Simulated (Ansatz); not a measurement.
Basis sets compared for 1-ethyl-3-methylimidazolium tetrafluoroborate, `CCn1cc[n+](C)c1.F[B-](F)(F)F`. Total charge 0; singlet. Geometry PBE-D4/def2-SVP. Ansatz on 4 threads of Arm Neoverse V1 on a shared host; times are rough, and most runs start from earlier orbitals.

```xyz
24

C    -1.1792    2.7309   -0.9242
C    -0.6203    1.8759    0.2071
N    -0.8464    0.4375   -0.0064
C    -1.9952   -0.2854    0.2661
C    -1.6990   -1.6088    0.0372
N    -0.3719   -1.6610   -0.3634
C     0.4273   -2.8559   -0.6245
C     0.1225   -0.4118   -0.3822
H    -0.9789    3.7993   -0.7119
H    -2.2754    2.6071   -1.0416
H    -0.6941    2.4820   -1.8892
H     0.4767    1.9859    0.3191
H    -1.0782    2.1293    1.1837
H    -2.9166    0.1905    0.6142
H    -2.3114   -2.5087    0.1439
H     1.4767   -2.6122   -0.3697
H     0.3365   -3.1639   -1.6844
H     0.0740   -3.6737    0.0293
H     1.1624   -0.1135   -0.5918
F     3.7045    0.4285    1.9647
B     2.6068    0.1320    1.1946
F     2.7184   -1.1578    0.5811
F     1.3987    0.1672    1.9376
F     2.4619    1.0864    0.1105
```

Binding counts from free atoms (C triplet, N quartet, H doublet, F doublet, B doublet) in the same basis, without a counterpoise term.

```tsv
level	functions	energy (Eh)	HOMO (eV)	LUMO (eV)	binding per atom (eV)	wall time
HF/STO-3G	76	-754.9575	-7.11	5.48	3.52	0.75 s
HF/6-31G	139	-764.9286	-10.50	3.19	3.00	2.3 s
PBE-D4/def2-SVP	237	-767.8061	-6.44	-1.86	4.69	4.6 s
PBE0-D4/def2-SVP	237	-767.8484	-8.26	-0.90	4.58	11 s
```

(1) Estimate the rows for PBE-D4/def2-TZVP (with forces), PBE0-D4/def2-TZVP.

Answers

(1) 
```csv
level,functions,energy (Eh),HOMO (eV),LUMO (eV),binding per atom (eV),wall time
PBE-D4/def2-TZVP (with forces),469,-768.6894,-6.89,-2.00,4.61,14 s
PBE0-D4/def2-TZVP,469,-768.7235,-8.27,-1.01,4.50,25 s
```
